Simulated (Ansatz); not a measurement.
Ansatz (a first-principles code) input file for C2H4N2OSi, SMILES N1C=N[Si@H](C=1)O, CAM-B3LYP/def2-SVPD. Geometry: r2SCAN-D4/def2-SVP. The structure was generated by enumeration; whether it is a known compound was not checked. One conformer was computed; it need not be the lowest.

Ansatz 0.2 input:
```yaml
crystal:
  periodic: [false, false, false]
  atoms:
    - {symbol: O, position_ang: [-1.72327131, 0.04805392, 1.32926529]}
    - {symbol: Si, position_ang: [-0.64642588, 0.53417528, 0.17021088]}
    - {symbol: C, position_ang: [1.22843882, 0.48955912, 0.58071777]}
    - {symbol: N, position_ang: [1.82594588, -0.26778720, -0.27325060]}
    - {symbol: C, position_ang: [0.85186170, -0.84910178, -1.20131807]}
    - {symbol: N, position_ang: [-0.40062042, -0.61631067, -1.15696824]}
    - {symbol: H, position_ang: [-1.66378794, -0.86362623, 1.63922132]}
    - {symbol: H, position_ang: [-1.11609909, 1.85789528, -0.30340480]}
    - {symbol: H, position_ang: [1.84570737, 1.00381014, 1.33275865]}
    - {symbol: H, position_ang: [1.31123103, -1.51502336, -1.95051598]}
basis:
  gaussian:
    orbitals: def2-SVPD
hamiltonian:
  xc: {name: CAM-B3LYP}
```

Log of the run:

```
WARN ansatz: RAYON_NUM_THREADS=1 ignored (pool sized by the plan → 1); use --threads N
Functional definition: CAM-B3LYP
integrals: 0.11 GiB planned
1366 factors; their error is unknown
integrals: 0.14 GiB planned
545 factors; integrals over basis functions are off by at most 7.7e-6 eV
mean field: 1.02 GiB planned
mean field evaluation 1: about -15025.7146 eV, gradient 6.4e1 eV
mean field evaluation 2: about -15020.7589 eV, gradient 8.3e1 eV
mean field evaluation 4: about -15033.6448 eV, gradient 2.6e0 eV
mean field evaluation 8: about -15033.6779 eV, gradient 3.6e-1 eV
mean field evaluation 16: about -15033.6782 eV, gradient 1.5e-4 eV
mean field -15033.67815061 eV, -552.4774818419 hartree, gradient 1.7e-5 eV, S^2 0.000000; 0 other end points of the search recorded, 0 dependent functions left out
reference -15033.67828995 eV, -552.4774869624 hartree; 26, 26 occupied and 133, 133 virtual orbitals, 1366 factors
Total energy: -15033.67828995 eV, -552.4774869624 hartree
```

The run converged.

Cost: very roughly 6 core-seconds.
